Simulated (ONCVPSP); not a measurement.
Cl: one change to an ONCV potential, before and after

chlorine, optimised norm-conserving Vanderbilt (ONCV), made with ONCVPSP 4.0.1 (PBE, scalar-relativistic). Core [Ne], reference 3s2 3p5. Waves: 3s: rc 1.45 bohr, ncon 5, nbas 9, qcut 4.5 1/bohr, 2 projectors, debl 2.5 Ha; 3p: rc 1.10 bohr, ncon 4, nbas 8, qcut 8.9 1/bohr, 2 projectors, debl 2.6 Ha; d scattering state at 0.02 Ha: rc 1.55 bohr, ncon 4, nbas 8, qcut 6.8 1/bohr, 2 projectors, debl 2.9 Ha. Local part: polynomial inside 0.80 bohr (lpopt 5, dvloc0 1 Ha). Core correction: none.

Change: local potential polynomial inside 0.75 bohr (lpopt 1, dvloc0 0 Ha).

Cutoffs: the cutoffs (Ha) at which the residual kinetic energy of the hardest occupied pseudo-wave falls to 1 and 0.1 mHa per electron; they do not see the model core or the augmentation charge, which bear on the density cutoff. Errors are all-electron minus pseudo energies relative to the spin-unpolarised reference configuration.

Question: How do hardness, ghosts and transferability respond?

Answer: The potential gets neither clearly harder nor softer (54 Ha and 100 Ha → 54 Ha and 100 Ha); both files keep a bound ghost (p); the errors of the 4 common tests hardly move.

| quantity | base | changed |
| --- | --- | --- |
| cutoff, loose | 54 Ha | 54 Ha |
| cutoff, tight | 100 Ha | 100 Ha |
| bound ghosts | p | p |
| GHOST(+) flags under 300 eV | s at 174.0 eV | s at 161.8 eV |
| error for 3s2 3p4, meV [ΔE 13.88 eV] | -0.5 | -0.5 |
| error for 3s2 3p3, meV [ΔE 39.32 eV] | +3.9 | +3.9 |
| error for 3s2 3p2, meV [ΔE 77.63 eV] | +30 | +30 |
| error for 3s2 3p1, meV [ΔE 129.87 eV] | +112 | +113 |
| s: phases at 1.47 bohr within 0.05 rad from the reference energy up to (Ha; the scan ends near 5) | 4.9 | 4.8 |
| p: phases at 1.12 bohr within 0.05 rad from the reference energy up to (Ha; the scan ends near 5) | to the end of the scan | to the end of the scan |
| d: phases at 1.57 bohr within 0.05 rad from the reference energy up to (Ha; the scan ends near 5) | to the end of the scan | to the end of the scan |

 A true bound ghost makes a file unfit for plane-wave use even where its test errors are small: the radial tests pick states by their node count and pass the ghost by.
